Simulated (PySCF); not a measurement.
Isomers of [C6H11S]- (charge -1), one GFN2-xTB conformer each. Single-point energies are computed at PBE0/pcSseg-1 (PySCF, gas phase, no added dispersion term), electronic only.

```
             SMILES  GFN2-xTB relative energy (kJ/mol)
    C=CCC(C)(C)[S-]                               12.0
CC[C@@H]([S-])C1CC1                                0.0
```

Conformers: `[CH2:1]=[CH:2][CH2:3][C:4]([CH3:5])([CH3:6])[S-:7]` (charge -1) with C1–C2–C3–C4 107°, C2–C3–C4–C5 -59°; `[CH3:1][CH2:2][C@@H:3]([S-:4])[CH:5]1[CH2:6][CH2:7]1` (charge -1) with C1–C2–C3–S4 173°, C2–C3–C5–C6 161°.

**Question.** What does PBE0/pcSseg-1 give for the same structures?

**Answer.** 
```tsv
SMILES	PBE0/pcSseg-1 E (Eh)	PBE0/pcSseg-1 (kJ/mol)	GFN2-xTB (kJ/mol)	point group
C=CCC(C)(C)[S-]	-632.97996	0.0	12.0	C1
CC[C@@H]([S-])C1CC1	-632.97112	23.2	0.0	C1
```

GFN2-xTB puts CC[C@@H]([S-])C1CC1 lowest instead. As drawn, the higher has a three-membered ring, which the lower lacks.
